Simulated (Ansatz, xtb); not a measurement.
Molecule: C3HO, charge -1, multiplicity 1. It need not be the lowest isomer of its formula. Whether it binds its extra electron was not tested at this geometry. 
Geometry from a B3LYP-D3(BJ)/def2-TZVP (Ansatz, a quantum-chemistry and plane-wave program) optimisation:
```
C
O 1 1.2325
C 1 1.4057 2 128.73
C 3 1.2469 1 173.78 2 -180.00
H 1 1.1173 2 117.44 3 180.00
```
Charge -1, spin multiplicity 1.

Harmonic wavenumbers from GFN2-xTB (xtb, at its own minimum), cm⁻¹: 235, 240, 623, 864, 1009, 1389, 1626, 2024, 2337.

### Question
Give the harmonic wavenumbers at B3LYP-D3(BJ)/def2-TZVP (Ansatz, finite differences of forces, unscaled).

### Answer
226, 245, 641, 1010, 1012, 1401, 1651, 2055, 2770 cm⁻¹. Zero-point energy 15.7 kcal/mol.

### Question
From these and the geometry, give the ideal-gas thermochemistry at 298.15 K and 1 atm (rigid rotor, harmonic oscillator).

### Answer
Point group Cs, rotational symmetry number 1. Rotational constants 81.19, 5.052, 4.756 GHz. S(trans) 37.83, S(rot) 22.63, S(vib) 4.26, S(elec, spin only) 0.00, S 64.7 cal/(mol K). H(298) - H(0) 3.14 kcal/mol; G - E(el) -0.4 kcal/mol.
